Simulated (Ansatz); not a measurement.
Coupled-cluster diagnostics for SnH2(NHEt)2 (C₄H₁₄N₂Sn), Ansatz.

Geometry of the singlet (PBE-D4/def2-SVP):

| atom | x (Å) | y (Å) | z (Å) |
| --- | --- | --- | --- |
| Sn1 | 0.1220 | -0.4499 | 0.0827 |
| H2 | 0.1167 | -1.3179 | 1.5921 |
| H3 | 0.6735 | -1.4381 | -1.2412 |
| N4 | 1.1347 | 1.2801 | 0.5619 |
| C5 | 2.3451 | 1.2472 | 1.3709 |
| C6 | 3.6145 | 0.7488 | 0.6680 |
| H7 | 1.2337 | 1.9052 | -0.2473 |
| H8 | 2.5343 | 2.2702 | 1.7748 |
| H9 | 2.1492 | 0.6135 | 2.2654 |
| H10 | 3.4957 | -0.3008 | 0.3228 |
| H11 | 4.4986 | 0.7874 | 1.3393 |
| H12 | 3.8424 | 1.3677 | -0.2258 |
| N13 | -1.6330 | 0.3440 | -0.6496 |
| C14 | -2.5534 | -0.4641 | -1.4370 |
| C15 | -3.3961 | -1.4824 | -0.6584 |
| H16 | -2.1263 | 0.9136 | 0.0483 |
| H17 | -3.2372 | 0.2163 | -1.9985 |
| H18 | -1.9670 | -0.9969 | -2.2193 |
| H19 | -2.7508 | -2.2315 | -0.1512 |
| H20 | -4.0953 | -2.0316 | -1.3241 |
| H21 | -4.0015 | -0.9807 | 0.1261 |

In the def2 sets Sn takes a core potential; there is no spin–orbit coupling. Correlated methods freeze 10 core orbitals; core or outer-core shells of Sn are correlated, in sets that lack core-valence functions.

Q: Estimate the CCSD(T) correlation energy, the shares of MP2 and (T), T1 and the reference's ⟨S²⟩ for: charge 0, singlet, own geometry in def2-SVP; and the rough time on 2 threads of AMD EPYC 7R13 on a shared host and a share (18 GiB) of an NVIDIA H100 80GB HBM3.

A: 
```csv
state,basis,correlation (eV),MP2 share (%),(T) share (%),T1,⟨S²⟩ (pure),wall time
"charge 0, singlet, own geometry",def2-SVP,-31.779,89.4,2.9,0.010,0.00 (0.00),2 s
```
Customary marks for T1 are 0.02 (closed shells), 0.045 (open shells) and about 0.05 (3d metals). T1 stays under 0.02 throughout.
